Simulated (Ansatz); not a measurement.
Two isomers of CH5BOSi: A = `[SiH3]B1CO1`, B = `[SiH3]C1BO1`.

Gas-phase electronic energies from Ansatz, PBE0-D4/def2-TZVP geometries. CCSD(T)/CBS is the MP2 limit (def2-TZVPP, def2-QZVPP) plus CCSD(T) − MP2 in def2-TZVPP, frozen cores. DFT in def2-TZVPP.

Which isomer does CCSD(T)/CBS put lower? Give the gap. (An estimate is asked.)

The calculation gave: B, by 0.4 kcal/mol. So small a gap doesn't settle the order.

Give E(B) − E(A) in kcal/mol with B2PLYP, CCSD/def2-TZVPP, ωB97M-V, CCSD(T)/def2-SVP, MP2/def2-TZVPP, HF/def2-TZVPP, LDA (SPW92). (Best estimate.)

Computed: B2PLYP -0.4, CCSD/def2-TZVPP 0.2, ωB97M-V -0.9, CCSD(T)/def2-SVP 1.3, MP2/def2-TZVPP -1.2, HF/def2-TZVPP -0.7, LDA (SPW92) 1.3. The order is the other way round with CCSD/def2-TZVPP, CCSD(T)/def2-SVP, LDA (SPW92).

Does the order hold for the free energy at 298.15 K (harmonic terms from PBE0-D4)? (An estimate is asked.)

The calculation gave: Yes: G(B) − G(A) = -0.9 kcal/mol.

Largest T1 diagnostic: 0.016.

Leaving LDA and LC-ωPBE aside and taking each functional with its dispersion term where it has one, the values, not all of them listed here, spread over 2.3 kcal/mol, from ωB97M-V to PBE-D4. At CCSD(T), def2-SVP lies +1.6 kcal/mol from the extrapolated value and def2-TZVPP +0.5 kcal/mol.
